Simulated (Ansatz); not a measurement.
Ansatz (a quantum-chemistry and plane-wave program) input:

Ansatz 0.2 input:
```yaml
crystal:
  periodic: [false, false, false]
  atoms:
    - {symbol: F, position_ang: [1.03128346, 1.70483041, -0.12922165]}
    - {symbol: C, position_ang: [0.42594543, 0.51533522, -0.04051728]}
    - {symbol: C, position_ang: [1.01638751, -0.68563397, 0.03372156]}
    - {symbol: C, position_ang: [-0.09008193, -1.62792261, 0.11198468]}
    - {symbol: C, position_ang: [-1.29818829, -1.07739077, 0.08990597]}
    - {symbol: C, position_ang: [-1.06813856, 0.42416507, -0.01525976]}
    - {symbol: H, position_ang: [2.07047382, -0.90704834, 0.03535633]}
    - {symbol: H, position_ang: [-2.27022441, -1.54035298, 0.13382037]}
    - {symbol: H, position_ang: [-1.48744058, 0.96628183, 0.83832325]}
    - {symbol: H, position_ang: [-1.50990484, 0.84632809, -0.92351615]}
basis:
  gaussian:
    orbitals: def2-TZVPD
hamiltonian:
  xc: {name: SVWN5}
magnetization: {spin_polarized: true, initial_magnetization: 1}
output: {forces: true}
```

Which total energy does the run end on?

-290.35821 Eh (SVWN5/def2-TZVPD). The basis has 261 functions.

It need not be the lowest isomer of its formula.
